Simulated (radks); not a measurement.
Spherical quantum dot in the effective-mass picture: electrons in a hard-walled sphere of radius 1.84, with a point charge +2 (a donor) at the centre, all in effective atomic units (hartree* = m*/eps^2 hartree, bohr* = eps/m* bohr), one dielectric constant everywhere. Calculated with a radial shooting solver with Libxc functionals: non-relativistic Kohn-Sham, LDA (Slater exchange, Perdew-Wang correlation), spin-polarised, spherical densities. Levels are named by radial order and angular momentum (1s, 1p, 1d, 2s, ...), and open shells are averaged over m. Results are scaled to m* = 0.031 and eps = 9.7, for which hartree* = 8.965 meV and bohr* = 16.56 nm.

N = 35, configuration 1s2 1p6 1d10 2s2 1f14 1g(up 1, down 0). This is the lowest configuration that the search found. Occupied and some empty levels:

| level | occupation | eigenvalue (meV) | <r> (nm) |
|---|---|---|---|
| 1s up | 1 | 222.07 | 17.92 |
| 1s down | 1 | 222.20 | 17.88 |
| 1p up | 3 | 231.69 | 20.42 |
| 1p down | 3 | 231.86 | 20.41 |
| 1d up | 5 | 244.91 | 21.46 |
| 1d down | 5 | 245.10 | 21.46 |
| 2s up | 1 | 252.46 | 12.78 |
| 2s down | 1 | 252.53 | 12.81 |
| 1f up | 7 | 262.20 | 22.20 |
| 1f down | 7 | 262.40 | 22.20 |
| 1g up | 1 | 283.33 | 22.79 |
| 1g down | 0 | 283.53 | 22.79 |
| 2p up | 0 | 286.22 | 15.51 |
| 2p down | 0 | 286.31 | 15.52 |
| 1h up | 0 | 308.12 | 23.27 |
| 1h down | 0 | 308.33 | 23.27 |
| 3s up | 0 | 313.28 | 14.77 |
| 3s down | 0 | 313.36 | 14.77 |
| 2d up | 0 | 316.64 | 17.17 |
| 2d down | 0 | 316.73 | 17.17 |

Energy (meV): total 4900.24, kinetic 1827.5, external -563.59, Hartree 3941.8, exchange-correlation -305.46.
